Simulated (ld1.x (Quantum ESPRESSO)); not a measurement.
## An all-electron radial function and its pseudo partner (Hg)

Columns: radius, all-electron u(r) and pseudo u(r) of the 5d shell (level -12.03 eV) of mercury in the configuration [Xe] 4f14 5d10 6s1 6p1; PBE, scalar-relativistic, ultrasoft scheme, ld1.x (Quantum ESPRESSO) 7.5.

| r (bohr) | all-electron | pseudo |
| --- | --- | --- |
| 0.115 | 0.2897 | 0.0014 |
| 0.230 | -0.1959 | 0.0112 |
| 0.345 | -0.4419 | 0.0364 |
| 0.460 | -0.2566 | 0.0812 |
| 0.575 | 0.0856 | 0.1468 |
| 0.690 | 0.4088 | 0.2307 |
| 0.805 | 0.6504 | 0.3271 |
| 0.920 | 0.8038 | 0.4281 |
| 1.035 | 0.8834 | 0.5247 |
| 1.150 | 0.9083 | 0.6080 |
| 1.265 | 0.8961 | 0.6709 |
| 1.380 | 0.8605 | 0.7090 |
| 1.495 | 0.8111 | 0.7211 |
| 1.610 | 0.7547 | 0.7089 |
| 1.725 | 0.6958 | 0.6771 |
| 1.840 | 0.6373 | 0.6319 |
| 1.955 | 0.5807 | 0.5801 |
| 2.070 | 0.5273 | 0.5274 |
| 2.185 | 0.4774 | 0.4774 |
| 2.300 | 0.4313 | 0.4313 |
| 2.415 | 0.3890 | 0.3890 |
| 2.530 | 0.3504 | 0.3504 |
| 2.645 | 0.3154 | 0.3154 |
| 2.760 | 0.2836 | 0.2836 |
| 2.875 | 0.2548 | 0.2548 |
| 2.990 | 0.2289 | 0.2289 |

Problem. How many radial nodes do the two functions have?

Solution. The all-electron 5d function has n − l − 1 = 2; the pseudo-wave has 0, since the states of the same l below it are removed with the core.

Problem. At about which radius was the pseudo-wave matched?

Solution. 2.20 bohr. The columns agree to 0.0005 from 2.07 bohr on; several derivatives are matched, so the curves merge somewhat inside the radius.

Problem. Is the pseudo-wave norm-conserving?

Solution. No, it belongs to an ultrasoft set: the norm inside the radius is not constrained, and the difference is carried by the augmentation charge.
